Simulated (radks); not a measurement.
Values are calculated unless marked as measured or tabulated.
The table gives one normalised radial function P(r) = r R(r) (large component) of Zn3+ in [Ne] 3s2 3p5.5 3d9.5 (r in bohr). Code: a radial shooting solver on a logarithmic mesh with Libxc functionals. Model: Dirac Kohn-Sham, OLYP, spin-unpolarised, spherical densities, finite nucleus; open shells are shared between the two j in proportion to 2j + 1; Fermi nuclear charge, rms radius 3.9283 fm.

r	P
0.004897	0.1730
0.007306	0.2366
0.0109	0.3105
0.01626	0.3814
0.02426	0.4181
0.03618	0.3661
0.05441	0.1543
0.08118	-0.2253
0.1211	-0.6263
0.1807	-0.6791
0.2695	-0.0612
0.4021	0.9205
0.5998	1.3576
0.902	0.9123
1.346	0.3043
2.007	0.0433
2.995	0.0019
4.468	0.0000
6.665	0.0000

Which n and l does it have? It may be an empty orbital.

Answer. n = 3, l = 0: the number of nodes gives n - l - 1 = 2, the rise at small r points to l (this Dirac orbital starts outside the nucleus as r^gamma with gamma = sqrt((l + 1)^2 - (Z/c)^2) = 0.98; the j = 1/2 orbital of l + 1 starts with the same power, but with a smaller coefficient, and then steepens), and the extent must fit the shell. The curve is that of 3s1/2. 3s1/2: eigenvalue -171.96 eV, 2 radial nodes at r = 0.0652, 0.277 bohr, <r> = 0.677 bohr, 90 % of the charge inside 1.01 bohr.
